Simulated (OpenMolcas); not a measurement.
Nb⁺.

- Program: OpenMolcas 26.06
- Basis: ANO-RCC-VTZP [7s6p4d2f1g]
- Scalar Hamiltonian: DKH2, point nucleus
- Active space: 4 electrons in 9 orbitals (RAS2 4d 5s; RAS3 5p, at most 2 electrons)
- State averaging: 2S+1 = 5 even, 15 roots; 2S+1 = 3 even, 90 roots kept (CI in the orbitals of an earlier block); 2S+1 = 1 even, 84 roots kept (CI in the orbitals of an earlier block, 68 in the spin-orbit step); 2S+1 = 5 odd, 51 roots (21 in the spin-orbit step); 2S+1 = 3 odd, 78 roots kept (CI in the orbitals of an earlier block, 21 in the spin-orbit step); 2S+1 = 1 odd, 84 roots kept (CI in the orbitals of an earlier block, 1 in the spin-orbit step)
- Spin-orbit coupling: RASSI with atomic mean-field integrals over the reference wave functions, term energies averaged over their components

Two sets of levels on these reference wave functions, in eV above 4d4 5D0: one from RASSCF and one from MS-RASPT2, IPEA 0.25 Eh, imaginary shift 0.1 Eh (closed shells correlated: 4s 4p).

```
               Level   Set 1   Set 2
             4d4 5D0  0.0000  0.0000
             4d4 5D1  0.0214  0.0196
          4d3 5s 5F1  0.2441  0.0456
             4d4 5D2  0.0588  0.0554
          4d3 5s 5F2   0.277  0.0779
             4d4 5D3  0.1073  0.1032
          4d3 5s 5F3   0.325  0.1255
             4d4 5D4  0.1634  0.1601
          4d3 5s 5F4   0.387  0.1870
          4d3 5s 5F5   0.459   0.261
          4d4 3P0(1)   0.720   0.952
          4d4 3P1(1)   0.798   1.026
4d3 5s 3F2(1) [73 %]   0.946   1.064
       4d3 5s 3F3(1)   1.007   1.127
   4d4 3P2(1) [71 %]   0.926   1.157
       4d3 5s 3F4(1)   1.078   1.199
```

Question: Which set is which?

Answer: Set 1 is MS-RASPT2. Its levels of the other terms of 4d4 lie at 0.76 to 0.80 of the other set's values, as expected, since terms of lower spin or lower L gain more correlation energy than the Hund ground term. Against 12 measured levels (NIST Handbook of Basic Atomic Spectroscopic Data) the mean absolute deviation is 250 cm-1 with it and 1400 cm-1 without; single levels miss by up to 440 cm-1 with it.

CASPT2 breaks the degeneracy within a term, and the mean is taken; among the terms shown or strongly mixed into the levels shown the widest spread is 1000 cm-1 (4d3 5s 5F, MS-RASPT2). Some high roots are left out of the spin-orbit mixing, which shifts the levels that they would mix with. Terms from blocks run as CI alone lack orbitals of their own. Configurations are named by rounded mean occupations; where the s occupation lies near a half they are strongly mixed, a name can repeat and a true partner stay unpaired. A single d shell beside an s shell can misplace configurations of different d count against each other. Without dynamic correlation excited terms often stand tens of per cent too high (terms of higher spin than the ground term too low), and those without a measured partner can miss by more than the paired ones (holds for RASSCF). Blocks of more than 70 roots (2S+1 = 3 even) ran without multistate coupling (holds for MS-RASPT2). Computed and measured levels are paired by configuration, term and J; levels that our copy of the source lacks, or whose pairing is in doubt (as where it misses far off the trend of its configuration), stay unpaired and out of the deviations. Only configurations of the active space appear. Levels that lie high or do not pair safely by name in every column are left out.

A share in square brackets marks a mixed level and gives the weight of the term that names it, the lowest over the columns. A number in round brackets counts repeated terms of one configuration in the order of the reference energies.
